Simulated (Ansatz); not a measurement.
```xyz
4

C    -0.0140   -0.0452   -0.6204
C    -0.0192   -0.0432    0.6205
H    -0.0291   -0.0316   -1.6538
H     0.0289    0.0338    1.7020
```

Basis set: def2-TZVP (spherical functions). Correlated methods keep 2 orbitals frozen. Charge 0, multiplicity 1.

Computed with Ansatz (development build ahead of 0.2.0); each method stands on the lowest determinant of its kind that the runs found. Restricted open shells among the atoms or ions are ROHF, correlated in semicanonical orbitals with singles.

Problem. Give the atomization energy at this shape (free ground-state atoms in the same class of orbitals less the molecule, no zero-point energy) of singlet C₂H₂ by RHF-MP2, RHF.

Solution.

```csv
method,atomization energy
RHF-MP2,17.31 eV
RHF,12.76 eV
```
